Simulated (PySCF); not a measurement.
# How methods differ on the ionisation energy of Cl⁺

Cl⁺ [Ne] 3s2 3p4 (3P) → Cl²⁺ [Ne] 3s2 3p3 (4S), as a difference of total energies. Calculation: PySCF 2.14, in x2c-TZVPPall with one added diffuse shell each of s, p, d type (6s6p4d1f, 51 functions); the spin-free X2C one-electron Hamiltonian (Gaussian nucleus). Correlated levels: valence and next inner shell: 1s2 frozen. The calculations carry no spin-orbit coupling.

```json
{"method": "UHF", "ionisation energy (eV)": "22.565", "plus first-order spin-orbit estimate": "22.606", "error of that sum (eV)": "-1.208"}
{"method": "MP2 (valence and next inner shell)", "ionisation energy (eV)": "23.345", "plus first-order spin-orbit estimate": "23.386", "error of that sum (eV)": "-0.428"}
{"method": "SCS-MP2 (valence and next inner shell)", "ionisation energy (eV)": "23.420", "plus first-order spin-orbit estimate": "23.461", "error of that sum (eV)": "-0.353"}
{"method": "CCSD (valence and next inner shell)", "ionisation energy (eV)": "23.456", "plus first-order spin-orbit estimate": "23.497", "error of that sum (eV)": "-0.317"}
{"method": "CCSD(T) (valence and next inner shell)", "ionisation energy (eV)": "23.487", "plus first-order spin-orbit estimate": "23.527", "error of that sum (eV)": "-0.287"}
```

Reference: 23.814 eV (measured; NIST Atomic Spectra Database, ionization energies).

A first-order spin-orbit estimate (lowest level to lowest level, LS coupling) adds 0.041 eV.

Errors of the correlated levels include the incompleteness of this basis and the frozen core.
